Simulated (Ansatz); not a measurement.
System: MoCl, charge 0, multiplicity 6. SMILES: [Cl][Mo]

Atoms: Mo1, Cl2. Bonds: Mo1-Cl2.

Bond lengths (Å) and angles (degrees) optimised at HF/STO-3G with Ansatz (a quantum-chemistry and plane-wave program); HF/3-21G with Ansatz; HF/6-31G* with LANL2DZ past Ar with Ansatz; PBE/6-31G* with LANL2DZ past Ar with Ansatz; B3LYP/LANL2DZ with Ansatz; B3LYP/6-31G* with LANL2DZ past Ar with Ansatz, each started from the B3LYP-D3(BJ)/def2-TZVP structure (Ansatz) of the last column. A row stands for all coordinates that are equal there. 6-31G* holds six Cartesian d functions.

| coordinate | HF/STO-3G | HF/3-21G | HF/6-31G* with LANL2DZ past Ar | PBE/6-31G* with LANL2DZ past Ar | B3LYP/LANL2DZ | B3LYP/6-31G* with LANL2DZ past Ar | B3LYP-D3(BJ)/def2-TZVP |
|---|---|---|---|---|---|---|---|
| Mo1-Cl2 | 2.316 | 2.532 | 2.441 | 2.301 | 2.383 | 2.326 | 2.298 |

Mean signed difference of all 1 bond lengths from B3LYP-D3(BJ)/def2-TZVP: HF/STO-3G 0.018 Å, HF/3-21G 0.234 Å, HF/6-31G* with LANL2DZ past Ar 0.143 Å, PBE/6-31G* with LANL2DZ past Ar 0.003 Å, B3LYP/LANL2DZ 0.085 Å, B3LYP/6-31G* with LANL2DZ past Ar 0.028 Å.
